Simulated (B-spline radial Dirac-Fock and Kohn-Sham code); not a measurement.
## Conversion-electron coefficients: Ca, 1000 keV

Z = 20 (calcium), transition energy 1000 keV. Method: a Dirac-Hartree-Slater potential of the neutral atom with a Latter tail (no hole, which puts coefficients of high multipoles low close above an edge), finite nucleus with surface currents. Computed with a radial finite-basis atomic code. Subshells that would emit electrons below 1 keV are left out.

| subshell | electron energy (keV) | E1 | E2 | E5 | M2 | M4 |
| --- | --- | --- | --- | --- | --- | --- |
| K | 995.96 | 3.69e-05 | 8.45e-05 | 0.000724 | 0.000136 | 0.000574 |
| L1 | 999.56 | 3.15e-06 | 7.23e-06 | 6.21e-05 | 1.17e-05 | 4.98e-05 |
| L2 | 999.65 | 7.20e-09 | 3.42e-08 | 1.56e-06 | 6.77e-08 | 6.23e-07 |
| L3 | 999.65 | 1.89e-08 | 4.43e-08 | 7.67e-07 | 3.31e-08 | 3.38e-07 |
| M1 | 999.95 | 4.17e-07 | 9.57e-07 | 8.22e-06 | 1.55e-06 | 6.59e-06 |
| M2 | 999.97 | 8.73e-10 | 4.15e-09 | 1.90e-07 | 8.21e-09 | 7.56e-08 |
| M3 | 999.97 | 2.30e-09 | 5.37e-09 | 9.30e-08 | 4.01e-09 | 4.10e-08 |
| N1 | 999.99 | 2.91e-08 | 6.69e-08 | 5.75e-07 | 1.09e-07 | 4.61e-07 |
| total |  | 4.05e-05 | 9.29e-05 | 0.000797 | 0.000150 | 0.000632 |

Question: For a pure M4 transition, what fraction of decays emits a photon?

Answer: 1/(1 + α) = 0.999 with the total α = 0.000632.
